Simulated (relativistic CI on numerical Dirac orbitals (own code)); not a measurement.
## Os⁵⁺: 4f photoemission

Computed with this model: Dirac-Coulomb-Breit CI, KLI orbitals optimised for each configuration, model QED (radiative potential, 1s self-energy scaled to tabulated hydrogen-like ionisation energies), multiplet model of photoemission in the sudden approximation, unscaled Slater integrals; configurations [Xe] 4f14 5d3 → [Xe] 4f13 5d3; 80 K; Lorentzian 0.17 eV and Gaussian 0.5 eV FWHM. Energies are those of the free ion, without screening or charge transfer. The energies are binding energies and can lie tens of eV above those of solids. S is read from ⟨S²⟩ = S(S + 1).

Field parameters in Wybourne normalisation: D4h B²₀ = −7Ds, B⁴₀ = 21(Dq − Dt), B⁴₄ = 21√(5/14) Dq. The field is a parameter set, without covalency.

free ion: ground-state S = 1.41, centroid 125.71 eV. Peaks (eV, height): 123.9 (100), 127.2 (66), 128.5 (22), 129.5 (8).

D4h, 10Dq = 27700, Ds = 350, Dt = -460 cm⁻¹: ground-state S = 1.46, centroid 125.93 eV. Peaks (eV, height): 124.4 (100), 127.4 (57).

Strongest unbroadened transitions for D4h, 10Dq = 27700, Ds = 350, Dt = -460 cm⁻¹:

| Energy (eV) | Relative strength |
| --- | --- |
| 124.04 | 31.9 |
| 124.06 | 32.2 |
| 124.07 | 59.9 |
| 124.23 | 90.6 |
| 124.25 | 64.0 |
| 124.36 | 58.4 |
| 124.47 | 92.2 |
| 124.48 | 60.8 |
| 124.72 | 58.3 |
| 124.73 | 100.0 |
| 124.98 | 62.3 |
| 125.05 | 31.2 |
| 125.06 | 31.7 |
| 126.92 | 48.0 |
| 127.03 | 50.5 |
| 127.09 | 31.1 |
| 127.25 | 41.5 |
| 127.71 | 31.9 |
